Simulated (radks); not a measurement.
The numbers below are computed, except where a source is named.
All-electron atom: Tm5+ in [Kr] 4d10 4f11 5s2 5p5 (the NIST ground configuration).

Level of theory: scalar-relativistic Kohn-Sham, LDA (Slater exchange, Perdew-Wang correlation), spin-polarised, spherical densities, finite nucleus; open shells are filled with parallel spins first (spin-orbit coupling, left out, can overturn this in heavy ions); Fermi nuclear charge, rms radius 5.2256 fm (a radial shooting solver on a logarithmic mesh with Libxc functionals).

Energy parts (eV):
part                      energy
total                 -368750.07
kinetic                400640.86
electron-nucleus      -901852.99
Hartree                139921.97
exchange-correlation    -7459.90

Orbitals (lengths in bohr, moments of r in powers of bohr; r(90%) holds 90 % of the orbital's charge):
| orbital | occ. | eigenvalue (eV) | <r^2> | r(90%) | <r> |
|---|---|---|---|---|---|
| 1s up | 1 | -59295.96 | 0.0005493 | 0.0363 | 0.02003 |
| 1s down | 1 | -59295.86 | 0.0005493 | 0.0363 | 0.02003 |
| 2s up | 1 | -10067.38 | 0.008527 | 0.132 | 0.08494 |
| 2s down | 1 | -10067.25 | 0.008527 | 0.132 | 0.08494 |
| 2p up | 3 | -8902.762 | 0.006950 | 0.123 | 0.07544 |
| 2p down | 3 | -8902.630 | 0.006949 | 0.123 | 0.07544 |
| 3s up | 1 | -2321.071 | 0.05594 | 0.324 | 0.2213 |
| 3s down | 1 | -2319.505 | 0.05591 | 0.324 | 0.2212 |
| 3p up | 3 | -1968.281 | 0.05636 | 0.330 | 0.2205 |
| 3p down | 3 | -1966.715 | 0.05631 | 0.330 | 0.2204 |
| 3d up | 5 | -1531.116 | 0.04694 | 0.311 | 0.2000 |
| 3d down | 5 | -1529.881 | 0.04688 | 0.311 | 0.1999 |
| 4s up | 1 | -517.2288 | 0.2791 | 0.714 | 0.4972 |
| 4s down | 1 | -514.1859 | 0.2792 | 0.714 | 0.4973 |
| 4p up | 3 | -400.8944 | 0.3161 | 0.767 | 0.5271 |
| 4p down | 3 | -397.9018 | 0.3163 | 0.767 | 0.5272 |
| 4d up | 5 | -246.1791 | 0.3738 | 0.852 | 0.5677 |
| 4d down | 5 | -243.2328 | 0.3743 | 0.853 | 0.5681 |
| 4f up | 7 | -75.7559 | 0.6153 | 1.17 | 0.6998 |
| 4f down | 4 | -72.8916 | 0.6269 | 1.18 | 0.7051 |
| 5s up | 1 | -119.1740 | 1.520 | 1.67 | 1.165 |
| 5s down | 1 | -117.0401 | 1.535 | 1.67 | 1.171 |
| 5p up | 3 | -89.4368 | 1.978 | 1.91 | 1.327 |
| 5p down | 2 | -87.5859 | 2.007 | 1.93 | 1.336 |

The highest occupied level is 4f down at -72.892 eV. For comparison, the ionisation energy in NIST's Atomic Spectra Database is 98 eV (theoretical). In exact Kohn-Sham theory the highest level is minus the ionisation energy, but local and semilocal functionals leave it too shallow, through self-interaction and a potential that decays too fast; potentials with the right tail come closer.
